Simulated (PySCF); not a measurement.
# How methods differ on the excitation energy of Hf

Hf [Xe] 4f14 5d2 6s2 (3F) → Hf [Xe] 4f14 5d2 6s1 6p1 (high-spin determinant), as a difference of total energies. Calculation: PySCF 2.14, in aug-cc-pVTZ-PP with one added diffuse shell each of s, p, d, f, g type with ECP60MDF (7s7p6d4f3g, 113 functions); a scalar-relativistic core potential. Correlated levels: valence: 5s2 5p6 frozen. The calculations carry no spin-orbit coupling.

| method | excitation energy (eV) |
| --- | --- |
| UHF | 1.203 |
| LDA | 2.699 |
| PBE | 2.447 |
| PBE0 | 2.271 |
| r2SCAN | 2.068 |
| TPSS | 2.359 |
| CAM-B3LYP | 2.615 |
| r2SCANh | 2.071 |
| MP2 (valence) | 2.094 |
| SCS-MP2 (valence) | 2.403 |

Task: How much does correlation contribute at MP2 (valence)?

Result: 2.094 − (1.203) = 0.891 eV, measured against UHF.

The determinant of the upper state mixes LS terms, which raises its energy above the lowest term, most at the Hartree-Fock and MP2 levels.
